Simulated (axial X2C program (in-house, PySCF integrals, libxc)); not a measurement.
Results of a calculation; reference values are marked as such.
# SnO: input and output

Program: an in-house relativistic program for diatomic molecules.

Input file and command:
```json
{
 "zs": [
  50,
  8
 ],
 "q": 0,
 "bas": [
  "dyall-cv3z",
  "dyall-av3z"
 ],
 "levels": [
  "PBE0",
  "HF",
  "TPSSh",
  "LDA",
  "r2SCAN"
 ],
 "cc": true,
 "r0": 1.87,
 "thr": -2.0,
 "nmax": 140
}
```
```bash
python so2c.py task.json out
```

Keys: zs atomic numbers; q charge; bas basis sets; levels methods; cc coupled cluster on or off; r0 starting distance in Å; thr threshold in hartree for freezing inner shells (an s shell follows its p shell); nmax most natural virtual spinors. HF also brings MP2.

Output of the PBE0 step, without spin–orbit coupling, at R = 1.823 Å for the state M_S = 0, Λ = 0. It starts from the PBE0 orbitals of the search at 1.823 Å.

```
spin-free X2C-1e  PBE0
basis functions 183  fitting functions 933  grid points 5076
iter        total energy     max residual
   1      -6251.487722994     3.61e-06
   2      -6251.487722992     1.32e-05
   3      -6251.487722995     8.44e-07
   4      -6251.487722995     1.12e-07
converged
one-electron -8827.51020744  Coulomb 2634.79009832  exact exchange -43.03181423  xc functional -131.84709112  nuclear repulsion 116.11129148
```
Energies are in hartree; totals compare only within one Hamiltonian and basis.
